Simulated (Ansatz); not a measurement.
A structure relaxed at PBE0-D4/def2-TZVP, charge 0, multiplicity 1:

Cartesian coordinates in Å:
```
C -0.5630 -1.4109 -2.1877
C 0.5182 -1.0722 -1.1752
N 0.3033 0.1987 -0.4931
Si 0.9605 1.6172 -1.2154
C -0.1493 0.1498 0.9051
C -1.3951 -0.7243 1.0441
C -0.5133 1.5595 1.3575
C 0.9626 -0.3846 1.8120
H -0.3530 -2.3672 -2.6759
H -1.5437 -1.4745 -1.7131
H -0.6155 -0.6412 -2.9618
H 0.5919 -1.8724 -0.4334
H 1.4886 -1.0652 -1.6845
H -0.0197 2.7277 -1.3586
H 1.4093 1.2085 -2.5723
H 2.1389 2.1854 -0.4901
H -2.2045 -0.3384 0.4208
H -1.7332 -0.7304 2.0831
H -1.2040 -1.7601 0.7570
H 0.3444 2.2375 1.3028
H -1.3215 1.9713 0.7498
H -0.8415 1.5423 2.3986
H 1.2631 -1.3945 1.5242
H 1.8428 0.2601 1.7525
H 0.6335 -0.4222 2.8537
```

**Question.** Give its formula and SMILES.

**Answer.** C6H17NSi, `CCN([SiH3])C(C)(C)C`.

**Question.** Point group (tolerance 0.08 Å, 0.16 Å for H)?

**Answer.** C1.

**Question.** Summarise the bond lengths by kind.

**Answer.** 4 × C–C 1.520 to 1.531 Å; 14 × C–H 1.091 to 1.096 Å; 2 × C–N 1.458 to 1.470 Å; 1 × N–Si 1.722 Å; 3 × H–Si 1.486 to 1.496 Å.

All numbers were calculated with Ansatz.
